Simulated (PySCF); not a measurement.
# Relaxation of quintet La₂S

These are results of UPBE/[S def2-SVP, La def2-SVP with ECP46], scalar-relativistic core potentials, density fitting, no spin–orbit coupling, PySCF, not measurements. A (50,194) grid was used.

A hand-made bent start, of C2v symmetry, held to at least that symmetry:

```xyz
3
charge 0 multiplicity 5, angstrom
S     0.0000    0.0000   -1.4557
La    2.3182    0.0000    0.1675
La   -2.3182    0.0000    0.1675
```

Q: What does it relax to?

A: It ends at C2v with La–La 3.048 Å, S–La 2.673 Å (×2); La–La–S 55.2° (×2), La–S–La 69.5° (after a last refinement on a finer grid). A frequency run shows a minimum. Other isomers or separated fragments may lie lower.

Q: How much energy is released, and in how many steps?

A: 116.0 kJ/mol in 12 steps.

With open d or f shells other occupations or spin states may lie lower. At this level a broken-symmetry Ms = 0 minimum of C2v symmetry lies 7 kJ/mol below this structure. Spin–orbit coupling, left out here, can matter for elements this heavy.
